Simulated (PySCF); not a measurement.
C2H6FPSi.
Z-matrix (Å and degrees, PBE0-D3(BJ)/def2-SVP geometry), rows numbered from 1:
```
F 
C   1  1.3669
C   2  1.5192  1  115.28
Si  3  1.8755  2   66.47  1  -112.43
P   4  2.2460  2  115.85  3  -108.54
H   2  1.0981  1  111.08  3   135.73
H   3  1.0965  2  114.44  4   109.67
H   3  1.0960  2  117.19  4  -114.46
H   4  1.4853  2  118.53  3   103.82
H   5  1.4286  4   90.54  2     9.26
H   5  1.4288  4   95.34  2   103.44
```

Method: PySCF 2.14.0, PBE0-D3(BJ)/def2-SVP geometry optimisation, gas phase.

Take the most abundant isotopes and a rigid rotor. The values belong to one conformer with, in the numbering `[F:1][C@@H:2]1[CH2:3][Si@@H:4]1[PH2:5]`, C3–Si4–P5–H -45° and 49°.

Give the principal moments of inertia and the rotational constants in cm⁻¹.

Ia = 103.40, Ib = 250.57, Ic = 308.54 u·Å²; 505379 MHz·u·Å²/I gives 4887, 2017 and 1638 MHz, that is A = 0.16303, B = 0.06728, C = 0.05464 cm⁻¹.

Classify the top.

An asymmetric top: κ = (2 × 2017 − 4887 − 1638)/(4887 − 1638) = -0.77.

Is it planar, by Δ = Ic − Ia − Ib?

Not planar: Δ = Ic − Ia − Ib = -45.43 u·Å². For a rigid frame Δ = −2 Σ m c², so Σ m c² = 22.72 u·Å² lies off the ab plane: 9.09 from hydrogen and 13.62 from heavier atoms. The atom farthest from that plane is 1.80 Å away.

Give the other two planar moments, Paa and Pbb, and the rms extents of the mass along the axes.

Paa = Σ m a² = (Ib + Ic − Ia)/2 = 227.85 and Pbb = Σ m b² = (Ia + Ic − Ib)/2 = 80.69 u·Å². With the mass M = 108.00 u, the rms extents √(P/M) along a, b and c are 1.45, 0.86, 0.46 Å.

Give the coordinates in the principal-axis frame, origin at the centre of mass.

The sense of each axis is arbitrary; atoms in the order of the calculation.
```tsv
atom	mass (u)	a (Å)	b (Å)	c (Å)
F1	18.998	1.548	1.350	0.056
C2	12.000	1.504	0.016	0.349
C3	12.000	1.293	-0.903	-0.843
Si4	27.977	-0.156	-0.875	0.347
P5	30.974	-1.952	0.403	-0.083
H6	1.008	2.301	-0.261	1.052
H7	1.008	1.153	-0.383	-1.798
H8	1.008	1.948	-1.778	-0.923
H9	1.008	-0.343	-2.029	1.263
H10	1.008	-1.105	1.497	-0.439
H11	1.008	-2.114	-0.044	-1.430
```

Where do the levels up to J = 3 lie, in MHz?

Above 0(0,0):
J = 1: 1(0,1) 3655, 1(1,1) 6525, 1(1,0) 6904
J = 2: 2(0,2) 10930, 2(1,2) 13456, 2(1,1) 14593, 2(2,1) 23205, 2(2,0) 23240
J = 3: 3(0,3) 21756, 3(1,3) 23832, 3(1,2) 26103, 3(2,2) 34169, 3(2,1) 34343, 3(3,1) 49490, 3(3,0) 49492

Which types of transition are allowed, and where do some lines up to J = 4 fall?

The dipole components are |μa| = 0.33 D, |μb| = 1.46 D, |μc| = 0.55 D. The squared components, which scale the intensities, stand as 0.05 : 1.00 : 0.14 (a : b : c). Some lines, for components of 0.1 D or more:

```tsv
type	branch	J(Ka,Kc)	MHz	lower level (cm⁻¹)
a	Q	2(1,1) ← 2(1,2)	1137	0.449
b	Q	1(1,0) ← 1(0,1)	3249	0.122
c	R	1(1,0) ← 0(0,0)	6904	0.000
b	Q	4(2,2) ← 4(1,3)	7865	1.381
b	Q	2(2,0) ← 2(1,1)	8647	0.487
b	Q	3(2,2) ← 3(1,3)	10338	0.795
b	Q	4(3,1) ← 4(2,2)	14919	1.643
c	R	4(2,3) ← 3(1,3)	24930	0.795
c	R	3(3,0) ← 2(2,0)	26253	0.775
b	R	4(4,1) ← 3(3,0)	36044	1.651
c	R	4(4,0) ← 3(3,0)	36044	1.651
```

Estimate the classical rotational partition function at 10 K, 50 K and 100 K.

Point group C1, symmetry number σ = 1; q = (√π/σ)·√((kT/h)³/(ABC)), k/h = 20836.6 MHz/K: 1330 at 10 K, 14800 at 50 K, 42000 at 100 K.

PBE0-D3(BJ)/def2-SVP frequencies: not computed here. Constants of a rigid frame at the computed geometry: no zero-point averaging, no centrifugal distortion.
